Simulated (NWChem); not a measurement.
CH$_{6}$BNO; SMILES CNBO

```xyz
10

B     -0.6334     0.8139     0.0000
H     -1.7020     1.3817     0.0000
N     -0.6217    -0.5962     0.0000
C      0.5076    -1.4858     0.0000
H     -1.5205    -1.0609     0.0000
H      0.5334    -2.1377    -0.8911
H      0.5334    -2.1377     0.8911
H      1.4498    -0.9159     0.0000
O      0.4837     1.5982     0.0000
H      1.3088     1.1036     0.0000
```
Atoms are numbered in this order, from 1.

All runs: NWChem. Structure relaxed at the PBE0/def2-SVP level. Total energies compare along this basis series because the functional is fixed.

```json
[
 {"level": "Hartree-Fock/pcseg-1", "basis functions": "86", "energy (Ha)": "-195.3910", "highest occupied level (eV)": "-10.73", "orbital gap (eV)": "[?]", "dipole (D)": "[?]"},
 {"level": "Hartree-Fock/aug-pcseg-1", "basis functions": "146", "energy (Ha)": "-195.4034", "highest occupied level (eV)": "-10.69", "orbital gap (eV)": "11.40", "dipole (D)": "2.85"},
 {"level": "Hartree-Fock/pcseg-2", "basis functions": "204", "energy (Ha)": "-195.5158", "highest occupied level (eV)": "-10.72", "orbital gap (eV)": "13.15", "dipole (D)": "2.90"},
 {"level": "Hartree-Fock/STO-3G", "basis functions": "26", "energy (Ha)": "-192.9345", "highest occupied level (eV)": "-8.50", "orbital gap (eV)": "18.67", "dipole (D)": "2.40"},
 {"level": "Hartree-Fock/def2-SVP", "basis functions": "86", "energy (Ha)": "-195.2975", "highest occupied level (eV)": "-10.66", "orbital gap (eV)": "15.12", "dipole (D)": "3.01"}
]
```

Problem. Fill in the missing entries.

Solution. 
- Hartree-Fock/pcseg-1, orbital gap (eV): 14.68
- Hartree-Fock/pcseg-1, dipole (D): 3.08
